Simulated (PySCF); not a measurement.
# Group charges in `[H]/N=C(/C)B(Cl)Cl`

Compound: C2H4BCl2N.
Numbering: `[H]/[N:3]=[C:2](/[CH3:1])[B:4]([Cl:5])[Cl:6]` (hydrogens: H7, H8, H9 on C1; H10 on N3)

Geometry (PBE0-D3(BJ)/def2-SVP, Å), atoms numbered from 1 in this order:
```
atom  x, y, z in Å
C1    -0.4027    0.4605   -0.2463
C2     0.7380   -0.4822   -0.4966
N3     0.8874   -1.4957    0.2702
B4     1.7226   -0.1915   -1.7042
Cl5    1.5030    1.1975   -2.7393
Cl6    3.0644   -1.2713   -2.0207
H7    -0.9744    0.1243    0.6284
H8    -1.0680    0.5112   -1.1232
H9    -0.0355    1.4852   -0.0761
H10    1.7076   -2.0394   -0.0268
```

Atomic charges (e) from the PBE0/pcSseg-1 density (PySCF):

```
atom  Mulliken      IAO  Hirshfeld  ESP-fitted
  C1   -0.2227  -0.4281    -0.1264     -0.5638
  C2   -0.2468  +0.0487    +0.0106     +0.6401
  N3   -0.2708  -0.3762    -0.2000     -0.7277
  B4   +0.5121  +0.1049    +0.1705     +0.0344
 Cl5   -0.1696  -0.0311    -0.0385     -0.0713
 Cl6   -0.1874  -0.0336    -0.0400     -0.0897
  H7   +0.1397  +0.1638    +0.0492     +0.1685
  H8   +0.1365  +0.1549    +0.0451     +0.1378
  H9   +0.1360  +0.1546    +0.0446     +0.1370
 H10   +0.1729  +0.2422    +0.0850     +0.3347
```

Question: Cut each of the bonds C1–C2, N3–C2 and B4–C2 in turn and sum the charges on the side of the atom named first.

Answer: In e; the other side holds the opposite charge:

| bond cut | piece | atoms | Mulliken | IAO | Hirshfeld | ESP-fitted |
| --- | --- | --- | --- | --- | --- | --- |
| C1–C2 | CH3 | 4 | +0.190 | +0.045 | +0.012 | -0.120 |
| N3–C2 | NH | 2 | -0.098 | -0.134 | -0.115 | -0.393 |
| B4–C2 | BCl2 | 3 | +0.155 | +0.040 | +0.092 | -0.127 |

Extremes among these pieces. Mulliken: lowest NH at N3, highest CH3 at C1; IAO: lowest NH at N3, highest CH3 at C1; Hirshfeld: lowest NH at N3, highest BCl2 at B4; ESP-fitted: lowest NH at N3, highest CH3 at C1.

Question: Do the schemes agree better on the pieces than on the single atoms at the cuts?

Answer: The spread between schemes averages 0.296 e for the pieces and 0.481 e for the atoms named first; it is smaller for the piece at 3 of the 3 cuts. On average they agree better on the pieces. The sign differs between schemes (beyond ±0.03 e) for CH3 at C1 and BCl2 at B4.

Geometry: PBE0-D3(BJ)/def2-SVP; no solvent, vibrations or thermal averaging.

The run behind these numbers computed NMR shieldings as well. The run took 12 s of wall time on one thread of an Arm Neoverse V1, no GPU, shared host.
